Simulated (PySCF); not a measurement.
PySCF 2.14 output of an unrestricted PBE0 calculation on a single atom or ion in dyall-av2z (11s7p2d, 42 functions), with the non-relativistic Hamiltonian (point nucleus):

```
SCF conv_tol = 1e-09
number electrons alpha = 2  beta = 1
    C. Adamo and V. Barone.,  J. Chem. Phys. 110, 6158 (1999)
    M. Ernzerhof and G. E. Scuseria.,  J. Chem. Phys. 110, 5029 (1999)
cycle= 1 E= -22.5162820314785  delta_E= -0.000943  |g|= 0.00522  |ddm|= 0.0348
cycle= 2 E= -22.5162920242514  delta_E= -9.99e-06  |g|= 0.000461  |ddm|= 0.00662
cycle= 3 E= -22.5162924257715  delta_E= -4.02e-07  |g|= 8.86e-05  |ddm|= 0.00135
cycle= 4 E= -22.5162924453596  delta_E= -1.96e-08  |g|= 3.14e-06  |ddm|= 0.000366
cycle= 5 E= -22.5162924453693  delta_E= -9.7e-12  |g|= 8.31e-09  |ddm|= 8.2e-06
converged SCF energy = -22.5162924453693  <S^2> = 0.75000004  2S+1 = 2
```

The run itself started from symmetry-adapted Hartree-Fock orbitals and held the occupation by maximum overlap, on a logarithmic radial grid, so the iterations belong to that start.

Question: Which element, charge and spin multiplicity is this?

Answer: B²⁺ (boron, charge +2), multiplicity 2; the state was [He] 3d1, 2D determinant (an excited configuration).

The outer electron is Rydberg-like, and this basis confines it to a smaller radius and binds it less than a complete one would.
